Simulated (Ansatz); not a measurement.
Start from `[F][Al]1[NH][SiH2]1` and change one atom or group to get `[NH]1[AlH][SiH2]1`.

Ansatz, PBE0-D4/def2-TZVP geometries, multiplicity 1. 

```json
{"property": "size of the dipole moment (PBE/def2-TZVPP) / D", "`[F][Al]1[NH][SiH2]1`": "1.07"}
{"property": "HOMO–LUMO gap (PBE/def2-TZVPP) / eV", "`[F][Al]1[NH][SiH2]1`": "3.54"}
{"property": "size of the dipole moment (ωB97M-V/def2-TZVPP) / D", "`[F][Al]1[NH][SiH2]1`": "0.95"}
{"property": "HOMO energy (ωB97M-V/def2-TZVPP) / eV", "`[F][Al]1[NH][SiH2]1`": "-8.90"}
{"property": "LUMO energy (B3LYP/def2-TZVPP) / eV", "`[F][Al]1[NH][SiH2]1`": "-1.79"}
{"property": "ideal-gas entropy at 298 K and 1 bar (rigid rotor, harmonic PBE0-D4/def2-TZVP) / J/(mol·K)", "`[F][Al]1[NH][SiH2]1`": "309"}
```

Task: Give the same properties after the change, and the shifts. (An estimate is asked.)

Result: Computed: 
```tsv
property	`[NH]1[AlH][SiH2]1`	shift
size of the dipole moment (PBE/def2-TZVPP) / D	1.18	0.11
HOMO–LUMO gap (PBE/def2-TZVPP) / eV	3.67	0.13
size of the dipole moment (ωB97M-V/def2-TZVPP) / D	1.17	0.22
HOMO energy (ωB97M-V/def2-TZVPP) / eV	-8.43	0.47
LUMO energy (B3LYP/def2-TZVPP) / eV	-1.26	0.53
ideal-gas entropy at 298 K and 1 bar (rigid rotor, harmonic PBE0-D4/def2-TZVP) / J/(mol·K)	285	-24
```

Dipoles are sizes alone; their direction can turn.

B3LYP here is the variant with VWN-RPA as its local correlation; programs differ in this.
